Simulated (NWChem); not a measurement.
Species: BeGeH₄; SMILES [BeH][GeH3]

```xyz
6

Be    -0.0003    -1.8560     0.0021
H     -0.0007    -3.1958     0.0029
Ge    -0.0013     0.3541     0.0006
H      1.0930     0.9515    -0.9131
H     -1.3406     0.9485    -0.4919
H      0.2410     0.9524     1.4051
```
Atoms are numbered in this order, from 1.

All runs: NWChem. Pople sets run with spherical d functions. Geometry: optimised at PBE0/def2-SVP. GIAO values for the isolated, static molecule; σ is the absolute isotropic shielding, δ = σ(reference) − σ with the isolated reference molecule computed at the same levels (1H: tetramethylsilane).

| level | σ Be1 (ppm) | δ H2 (ppm) | σ Ge3 (ppm) | δ H4 (ppm) |
|---|---|---|---|---|
| PBE0/pcSseg-2 | 67.2 | 3.62 | 1772.3 | 2.92 |
| B3LYP/6-31G* | [?] | [?] | [?] | [?] |
| KT2/pcSseg-1 | 69.8 | 3.84 | 1778.6 | 2.92 |

### Question
Fill in the missing entries.

### Answer

- B3LYP/6-31G*, σ Be1 (ppm): 79.6
- B3LYP/6-31G*, δ H2 (ppm): 4.54
- B3LYP/6-31G*, σ Ge3 (ppm): 1884.7
- B3LYP/6-31G*, δ H4 (ppm): 2.97
